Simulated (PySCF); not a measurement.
Deprotonation sites of 4-(trifluoromethyl)benzoic acid

System: 4-(trifluoromethyl)benzoic acid, `O=C(O)c1ccc(C(F)(F)F)cc1` (C8H5F3O2). Numbering: `[O:1]=[C:2]([OH:3])[c:4]1[cH:5][cH:6][c:7]([C:8]([F:9])([F:10])[F:11])[cH:12][cH:13]1` These are map numbers, not IUPAC locants.

Level of theory: ωB97X-D3(BJ)/ma-def2-SVP single points in PySCF, grid level 2; every species was optimised with PBE0-D3(BJ)/ma-def2-SVP. The prefix ma- adds one diffuse s and one diffuse p function on all atoms but H. Zero-point and thermal terms (298.15 K, 1 bar) come from unscaled GFN2-xTB harmonic frequencies, with soft modes damped to free rotors in the entropy. These were taken at the GFN2-xTB minima.

| site | product | ΔH(acid) / eV | ΔG(acid) / eV | gas share | above best in water / eV |
| --- | --- | --- | --- | --- | --- |
| O3 (acid OH oxygen) | `O=C([O-])c1ccc(C(F)(F)F)cc1` | 14.42 | 14.08 | > 99.9 % | 0.000 |
| C6 (aromatic carbon) | `O=C(O)c1c[c-]c(C(F)(F)F)cc1` | 16.55 | 16.21 | < 0.1 % | 2.218 |
| C5 (aromatic carbon) | `O=C(O)c1[c-]cc(C(F)(F)F)cc1` | 16.71 | 16.36 | < 0.1 % | 2.286 |

ΔH and ΔG refer to AH → A⁻ + H⁺ in the gas phase. Shares are Boltzmann weights among the listed products; an error of 10 kJ/mol changes a ratio about 56-fold. Sites whose products fell apart, merged with another or lost in a GFN2-xTB screen aren't listed. Values in solvent are IEF-PCM free energies relative to the most favourable product.

Of the listed sites O3 (acid OH oxygen) is favoured in the gas phase, 2.14 eV ahead of C6 in free energy.

In water the product from O3 is solvated 2.18 eV more strongly than the parent (electrostatics only).

Measured values (NIST Chemistry WebBook, evaluated or the median of agreeing entries): deprotonation enthalpy (ΔH) 1390 kJ/mol (computed 1392, difference 2); gas-phase acidity (ΔG) 1361 kJ/mol (computed 1358, difference -3). These are compared with the most favourable site that keeps the skeleton.

Note: ma-def2-SVP is a small basis, whose errors can reach tens of kJ/mol; the order of C6 and C5 is undecided: the gaps lie inside the method's error (some 20 kJ/mol, one structure a species).

Differences come from unrounded values, so a last digit can differ from that of the printed terms.
